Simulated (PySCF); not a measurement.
C2Cl2F2. Atoms are numbered in the order given.

```xyz
6

F      1.7125    -0.4457     0.0000
C      0.3925    -0.5431     0.0000
Cl    -0.2234    -2.1459     0.0000
C     -0.3925     0.5431     0.0000
F     -1.7125     0.4457     0.0000
Cl     0.2234     2.1459     0.0000
```

Geometry optimised at B3LYP-D3(BJ)/def2-SVP.

Level of theory: B3LYP-D3(BJ)/def2-SVP (PySCF).

Frequencies are harmonic and unscaled.

| mode | ν (cm⁻¹) | IR (km/mol) | moving atoms (share of kinetic energy) |
|---|---|---|---|
| 1 | 133 | 0.2 | F 47 %, Cl 45 %, C 8 % |
| 2 | 177 | 2.2 | F 46 %, Cl 42 %, C 12 % |
| 3 | 291 | 0.0 | Cl 50 %, F 47 % |
| 4 | 364 | 0.5 | C 74 %, F 24 % |
| 5 | 425 | 0.0 | Cl 65 %, F 33 % |
| 6 | 427 | 1.5 | F 57 %, Cl 32 %, C 11 % |
| 7 | 547 | 0.0 | C 95 % |
| 8 | 646 | 0.0 | F 74 %, C 15 %, Cl 11 % |
| 9 | 881 | 192.2 | C 78 %, Cl 19 % |
| 10 | 1219 | 0.0 | C 81 %, F 17 % |
| 11 | 1260 | 324.7 | C 64 %, F 36 % |
| 12 | 1781 | 0.0 | C 97 % |
